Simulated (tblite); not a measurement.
A geometry optimisation, step by step.

C6H9BS.
Atom-mapped SMILES: `[CH3:1][B:2]([CH3:3])[c:4]1[cH:5][cH:6][cH:7][s:8]1` (hydrogens: H9, H10, H11 on C1; H12, H13, H14 on C3; H15 on C5; H16 on C6; H17 on C7)

Computed with GFN2-xTB (tblite), gas phase: L-BFGS steps from a force-field or distance-geometry start until the largest atomic force falls under 0.01 eV/Å. 11 of its 128 geometries are shown.

Step 0: E = -594.3988 eV, largest atomic force 5.222 eV/Å
```
atom  x, y, z in Å  |  force x, y, z in eV/Å
C1     -1.700    1.615    0.049   -0.316  -0.200  -0.495
B2     -1.084    0.187   -0.231    0.884   0.387   0.726
C3     -2.020   -1.088   -0.194   -1.068   1.160  -0.525
C4      0.475    0.119   -0.199    0.291  -0.442  -0.325
C5      1.226   -0.806    0.462   -2.591  -2.430   1.456
C6      2.565   -0.710    0.366    4.003  -1.846   1.520
C7      3.086    0.318   -0.373    0.109  -1.517   1.095
S8      1.721    1.079   -0.891   -1.590   4.103  -2.812
H9     -0.905    2.292    0.390   -0.697   0.061  -0.058
H10    -2.081    1.973   -0.942    0.089   0.054   0.992
H11    -2.545    1.537    0.780    0.760   0.468  -0.755
H12    -3.035   -0.701    0.142    0.996  -0.902  -0.417
H13    -1.699   -1.873    0.486   -0.085  -0.066  -0.514
H14    -2.132   -1.412   -1.264    0.067  -0.243   1.180
H15     0.739   -1.614    1.047    0.448   0.571  -0.399
H16     3.245   -1.430    0.889   -0.665   0.585  -0.445
H17     4.136    0.524   -0.527   -0.635   0.257  -0.226
```

Step 13: E = -595.4126 eV, largest atomic force 0.224 eV/Å
```
atom  x, y, z in Å  |  force x, y, z in eV/Å
C1     -1.657    1.656    0.024   -0.027   0.025  -0.017
B2     -1.028    0.221   -0.159    0.085   0.008   0.052
C3     -1.992   -1.030   -0.201   -0.037   0.019   0.012
C4      0.502    0.023   -0.189    0.054  -0.027   0.088
C5      1.211   -0.939    0.488    0.089   0.008   0.016
C6      2.615   -0.789    0.420   -0.063  -0.009   0.003
C7      2.981    0.283   -0.337   -0.039  -0.105   0.041
S8      1.619    1.138   -0.942   -0.041  -0.048   0.088
H9     -0.974    2.426    0.373    0.089  -0.053  -0.031
H10    -2.075    2.013   -0.916   -0.031  -0.017  -0.049
H11    -2.487    1.606    0.726   -0.050   0.084  -0.001
H12    -2.998   -0.774    0.117   -0.070  -0.063  -0.015
H13    -1.650   -1.858    0.416    0.054   0.010  -0.002
H14    -2.068   -1.429   -1.213    0.046   0.037  -0.002
H15     0.710   -1.709    1.058    0.184   0.071  -0.107
H16     3.316   -1.448    0.916   -0.128   0.118  -0.127
H17     3.970    0.623   -0.590   -0.115  -0.058   0.052
```

Step 25: E = -595.4504 eV, largest atomic force 0.092 eV/Å
```
atom  x, y, z in Å  |  force x, y, z in eV/Å
C1     -1.656    1.690    0.002    0.007  -0.003  -0.020
B2     -1.058    0.227   -0.078   -0.037   0.008   0.023
C3     -1.993   -1.044   -0.178    0.019  -0.005  -0.012
C4      0.472    0.017   -0.087   -0.029   0.029   0.079
C5      1.214   -0.972    0.512    0.020   0.045  -0.010
C6      2.608   -0.805    0.393   -0.015  -0.031   0.010
C7      2.942    0.301   -0.325   -0.043  -0.061  -0.023
S8      1.555    1.174   -0.826    0.000   0.030   0.020
H9     -0.917    2.437    0.285   -0.025   0.003  -0.028
H10    -2.059    1.990   -0.965    0.044  -0.045  -0.026
H11    -2.492    1.766    0.698    0.058  -0.071   0.001
H12    -3.032   -0.875    0.095    0.062   0.051   0.011
H13    -1.619   -1.882    0.407   -0.020   0.010   0.007
H14    -1.988   -1.385   -1.215   -0.016  -0.007   0.005
H15     0.767   -1.789    1.055    0.019   0.058  -0.051
H16     3.327   -1.475    0.829    0.023  -0.030  -0.039
H17     3.921    0.638   -0.613   -0.067   0.019   0.054
```

Step 38: E = -595.4667 eV, largest atomic force 0.076 eV/Å
```
atom  x, y, z in Å  |  force x, y, z in eV/Å
C1     -1.647    1.690   -0.045   -0.029   0.014  -0.009
B2     -1.061    0.229   -0.011    0.043   0.002  -0.006
C3     -1.982   -1.042   -0.153   -0.015  -0.013   0.012
C4      0.463    0.040    0.042    0.039   0.057  -0.032
C5      1.221   -0.992    0.531   -0.009  -0.013  -0.002
C6      2.605   -0.835    0.348    0.037  -0.026  -0.001
C7      2.913    0.321   -0.299    0.016  -0.004   0.004
S8      1.520    1.248   -0.652    0.006   0.022  -0.005
H9     -0.902    2.451    0.175   -0.026   0.048  -0.011
H10    -2.049    1.904   -1.033   -0.023   0.018  -0.047
H11    -2.475    1.819    0.647   -0.043   0.001   0.039
H12    -3.022   -0.866    0.102   -0.051   0.008   0.026
H13    -1.627   -1.894    0.420   -0.005  -0.019   0.046
H14    -1.960   -1.359   -1.195   -0.016  -0.006  -0.033
H15     0.782   -1.831    1.041    0.016  -0.063  -0.024
H16     3.338   -1.553    0.668    0.043  -0.029   0.023
H17     3.877    0.682   -0.598    0.016   0.003   0.021
```

Step 51: E = -595.4812 eV, largest atomic force 0.094 eV/Å
```
atom  x, y, z in Å  |  force x, y, z in eV/Å
C1     -1.672    1.684   -0.089   -0.030   0.027   0.008
B2     -1.039    0.240    0.001   -0.028   0.030  -0.085
C3     -1.987   -1.021   -0.112    0.023   0.018   0.028
C4      0.488    0.054    0.066   -0.012  -0.039  -0.021
C5      1.240   -1.018    0.487    0.019   0.006   0.020
C6      2.627   -0.861    0.320    0.002  -0.001  -0.033
C7      2.948    0.332   -0.253   -0.026   0.014   0.016
S8      1.561    1.292   -0.549    0.043   0.004   0.004
H9     -0.977    2.500    0.095    0.031  -0.033  -0.011
H10    -2.105    1.848   -1.077    0.035  -0.036  -0.012
H11    -2.502    1.791    0.607   -0.003   0.013   0.039
H12    -3.020   -0.802    0.155    0.036  -0.032  -0.005
H13    -1.656   -1.872    0.479   -0.004   0.006  -0.001
H14    -1.995   -1.357   -1.151    0.007   0.013   0.060
H15     0.805   -1.894    0.937   -0.027   0.010  -0.048
H16     3.356   -1.603    0.594   -0.011  -0.004   0.010
H17     3.921    0.699   -0.522   -0.054   0.006   0.030
```

Step 64: E = -595.5046 eV, largest atomic force 0.162 eV/Å
```
atom  x, y, z in Å  |  force x, y, z in eV/Å
C1     -1.681    1.685   -0.190    0.005   0.010  -0.003
B2     -1.035    0.263    0.021    0.034  -0.034  -0.058
C3     -1.972   -1.011    0.029    0.039   0.004  -0.004
C4      0.492    0.081    0.069    0.014   0.042  -0.046
C5      1.221   -1.059    0.316    0.004   0.010  -0.033
C6      2.615   -0.899    0.227   -0.052   0.027  -0.002
C7      2.965    0.376   -0.105   -0.014  -0.071   0.096
S8      1.604    1.391   -0.286   -0.159  -0.012   0.028
H9     -0.974    2.509   -0.148    0.004   0.017   0.000
H10    -2.161    1.712   -1.169   -0.005   0.041  -0.021
H11    -2.474    1.882    0.529    0.010   0.010   0.024
H12    -3.002   -0.798    0.308    0.041   0.015   0.004
H13    -1.610   -1.818    0.661   -0.028  -0.005  -0.006
H14    -1.999   -1.402   -0.990   -0.015  -0.041   0.043
H15     0.748   -1.997    0.550    0.054   0.010   0.020
H16     3.313   -1.699    0.405    0.045   0.054  -0.035
H17     3.943    0.797   -0.237    0.022  -0.075  -0.008
```

Step 76: E = -595.5173 eV, largest atomic force 0.047 eV/Å
```
atom  x, y, z in Å  |  force x, y, z in eV/Å
C1     -1.681    1.686   -0.256    0.015  -0.013  -0.004
B2     -1.035    0.264   -0.023   -0.012  -0.019  -0.006
C3     -1.964   -1.011    0.097   -0.003  -0.011  -0.008
C4      0.489    0.081    0.028   -0.001   0.006   0.037
C5      1.212   -1.077    0.199   -0.011  -0.013  -0.013
C6      2.606   -0.906    0.183   -0.016   0.015  -0.009
C7      2.961    0.397    0.004    0.018  -0.009   0.008
S8      1.600    1.422   -0.143    0.017   0.000  -0.020
H9     -0.964    2.503   -0.265    0.004  -0.006  -0.006
H10    -2.208    1.704   -1.211    0.010   0.000   0.018
H11    -2.433    1.912    0.498    0.010  -0.007   0.000
H12    -2.979   -0.771    0.403    0.001  -0.012  -0.021
H13    -1.578   -1.766    0.778   -0.022   0.031   0.002
H14    -2.033   -1.492   -0.881   -0.014   0.018   0.026
H15     0.741   -2.036    0.332    0.021   0.019  -0.017
H16     3.310   -1.711    0.294    0.031   0.003   0.009
H17     3.951    0.812   -0.048   -0.047  -0.001   0.003
```

Step 89: E = -595.5196 eV, largest atomic force 0.027 eV/Å
```
atom  x, y, z in Å  |  force x, y, z in eV/Å
C1     -1.668    1.678   -0.284    0.000  -0.009   0.006
B2     -1.037    0.256   -0.025    0.001  -0.009  -0.013
C3     -1.979   -1.005    0.131   -0.003  -0.008   0.001
C4      0.487    0.072    0.029   -0.002   0.006   0.012
C5      1.219   -1.087    0.146    0.014  -0.002  -0.007
C6      2.611   -0.903    0.156   -0.012  -0.023  -0.006
C7      2.956    0.410    0.049   -0.007   0.005   0.006
S8      1.588    1.428   -0.067    0.006   0.021  -0.012
H9     -0.942    2.486   -0.332    0.001  -0.002   0.000
H10    -2.219    1.677   -1.224   -0.006   0.007   0.013
H11    -2.396    1.929    0.486   -0.011   0.020  -0.004
H12    -2.997   -0.750    0.416    0.003   0.021  -0.007
H13    -1.605   -1.733    0.846   -0.001  -0.008   0.013
H14    -2.044   -1.523   -0.827    0.009  -0.009  -0.012
H15     0.756   -2.055    0.216   -0.010  -0.022   0.007
H16     3.323   -1.705    0.237    0.012   0.003   0.002
H17     3.940    0.837    0.035    0.007   0.010   0.000
```

Step 102: E = -595.5206 eV, largest atomic force 0.016 eV/Å
```
atom  x, y, z in Å  |  force x, y, z in eV/Å
C1     -1.662    1.678   -0.262    0.001   0.001  -0.016
B2     -1.039    0.247   -0.031   -0.002   0.004   0.008
C3     -1.989   -1.009    0.109    0.001  -0.008   0.002
C4      0.485    0.061    0.021    0.001  -0.004  -0.001
C5      1.224   -1.091    0.164    0.003   0.007  -0.005
C6      2.615   -0.898    0.168   -0.009  -0.002  -0.006
C7      2.953    0.414    0.027   -0.002  -0.010   0.006
S8      1.580    1.421   -0.112    0.005   0.004   0.001
H9     -0.927    2.479   -0.302    0.000   0.009   0.002
H10    -2.216    1.698   -1.201   -0.008  -0.002   0.005
H11    -2.385    1.928    0.512    0.003  -0.005   0.004
H12    -3.011   -0.743    0.366    0.005  -0.002  -0.011
H13    -1.638   -1.730    0.843    0.001  -0.001   0.012
H14    -2.032   -1.540   -0.842    0.006   0.003  -0.005
H15     0.766   -2.060    0.259    0.000   0.003   0.006
H16     3.334   -1.693    0.270   -0.005   0.007  -0.002
H17     3.934    0.847   -0.001    0.001  -0.005  -0.001
```

Step 114: E = -595.5226 eV, largest atomic force 0.043 eV/Å
```
atom  x, y, z in Å  |  force x, y, z in eV/Å
C1     -1.667    1.686   -0.246    0.007   0.001  -0.015
B2     -1.041    0.253   -0.043    0.002   0.001   0.026
C3     -1.981   -1.012    0.089   -0.004  -0.022  -0.019
C4      0.483    0.069    0.015    0.005  -0.025  -0.015
C5      1.215   -1.088    0.163    0.000   0.015   0.032
C6      2.607   -0.901    0.168   -0.001  -0.002  -0.024
C7      2.952    0.408    0.015   -0.003  -0.008   0.018
S8      1.584    1.422   -0.126    0.008  -0.008  -0.011
H9     -0.926    2.479   -0.321   -0.013   0.027   0.011
H10    -2.281    1.726   -1.147    0.003  -0.031   0.030
H11    -2.335    1.928    0.580   -0.004   0.027  -0.011
H12    -3.031   -0.760    0.220    0.032   0.000  -0.012
H13    -1.692   -1.667    0.910   -0.001   0.024  -0.011
H14    -1.905   -1.614   -0.817   -0.020  -0.013   0.010
H15     0.750   -2.052    0.271    0.014   0.011  -0.008
H16     3.325   -1.697    0.277   -0.014   0.001  -0.005
H17     3.936    0.834   -0.018   -0.012   0.003   0.004
```

Step 127: E = -595.5247 eV, largest atomic force 0.009 eV/Å
```
atom  x, y, z in Å  |  force x, y, z in eV/Å
C1     -1.673    1.690   -0.229   -0.001   0.005  -0.001
B2     -1.038    0.258   -0.049   -0.004   0.003  -0.001
C3     -1.974   -1.012    0.071   -0.001  -0.008  -0.003
C4      0.485    0.072    0.005    0.000  -0.003  -0.001
C5      1.214   -1.087    0.154    0.001   0.000  -0.001
C6      2.606   -0.906    0.161   -0.002   0.000   0.001
C7      2.955    0.403    0.017    0.001   0.000   0.001
S8      1.591    1.422   -0.129    0.000   0.001   0.002
H9     -0.943    2.488   -0.350   -0.004   0.000   0.000
H10    -2.338    1.714   -1.091    0.004   0.002   0.004
H11    -2.295    1.942    0.630    0.006  -0.004  -0.005
H12    -3.033   -0.764    0.090    0.002  -0.004   0.000
H13    -1.754   -1.590    0.968   -0.002   0.003  -0.003
H14    -1.814   -1.688   -0.769   -0.001   0.005   0.008
H15     0.746   -2.050    0.255   -0.004  -0.002   0.001
H16     3.317   -1.706    0.268    0.006   0.001  -0.001
H17     3.940    0.827   -0.011    0.000   0.001  -0.002
```

**Question.** Summarise the path.

**Answer.** The energy falls by 25.96 kcal/mol from step 0 to step 127; nine tenths of that is first reached at step 13. It falls at every step. The largest force goes from 5.222 to 0.009 eV/Å. Among the bonds C7–S8 changes most, from 1.647 to 1.709 Å; the atoms move by 0.532 Å rms after alignment.

**Question.** Follow the three bonds and two angles with the largest change from start to end.

**Answer.** 
| step | E above end (kcal/mol) | largest force (eV/Å) | C7–S8 (Å) | C5–C6 (Å) | C3–H12 (Å) | S8–C7–H17 (°) | B2–C4–S8 (°) |
| --- | --- | --- | --- | --- | --- | --- | --- |
| 0 | 25.96 | 5.222 | 1.647 | 1.346 | 1.137 | 132.2 | 133.8 |
| 6 | 4.25 | 0.351 | 1.715 | 1.407 | 1.091 | 122.6 | 128.3 |
| 11 | 2.82 | 0.160 | 1.720 | 1.408 | 1.087 | 118.5 | 124.7 |
| 17 | 2.22 | 0.168 | 1.714 | 1.405 | 1.087 | 119.6 | 122.4 |
| 22 | 1.94 | 0.179 | 1.714 | 1.411 | 1.087 | 120.1 | 122.3 |
| 28 | 1.61 | 0.112 | 1.714 | 1.405 | 1.086 | 119.5 | 121.5 |
| 33 | 1.46 | 0.106 | 1.713 | 1.408 | 1.088 | 119.5 | 121.3 |
| 39 | 1.31 | 0.071 | 1.710 | 1.406 | 1.085 | 119.6 | 120.0 |
| 44 | 1.15 | 0.096 | 1.711 | 1.406 | 1.087 | 119.0 | 120.1 |
| 50 | 1.04 | 0.080 | 1.712 | 1.407 | 1.088 | 119.8 | 120.2 |
| 55 | 0.83 | 0.125 | 1.709 | 1.404 | 1.086 | 120.5 | 121.1 |
| 61 | 0.63 | 0.134 | 1.712 | 1.405 | 1.088 | 118.9 | 122.2 |
| 66 | 0.37 | 0.133 | 1.710 | 1.406 | 1.088 | 119.2 | 122.3 |
| 72 | 0.20 | 0.049 | 1.710 | 1.403 | 1.087 | 119.6 | 122.5 |
| 77 | 0.16 | 0.040 | 1.710 | 1.403 | 1.087 | 119.8 | 122.4 |
| 83 | 0.14 | 0.029 | 1.709 | 1.404 | 1.087 | 119.8 | 122.4 |
| 88 | 0.12 | 0.022 | 1.709 | 1.404 | 1.087 | 119.8 | 122.0 |
| 94 | 0.10 | 0.016 | 1.709 | 1.404 | 1.087 | 119.7 | 121.8 |
| 99 | 0.10 | 0.017 | 1.709 | 1.405 | 1.087 | 119.7 | 121.7 |
| 105 | 0.09 | 0.014 | 1.709 | 1.404 | 1.087 | 119.6 | 121.6 |
| 110 | 0.08 | 0.029 | 1.708 | 1.405 | 1.087 | 119.6 | 121.6 |
| 116 | 0.04 | 0.069 | 1.710 | 1.403 | 1.089 | 119.8 | 121.9 |
| 121 | 0.01 | 0.030 | 1.708 | 1.404 | 1.087 | 119.5 | 121.9 |
| 127 | 0.00 | 0.009 | 1.709 | 1.404 | 1.087 | 119.7 | 122.0 |

The cost below is that of the whole relaxation. Hardware: one thread, Arm Neoverse V1 (aarch64), no GPU, shared host with 32 logical CPUs at a one-minute load of 13. Cost: 0.92 s.
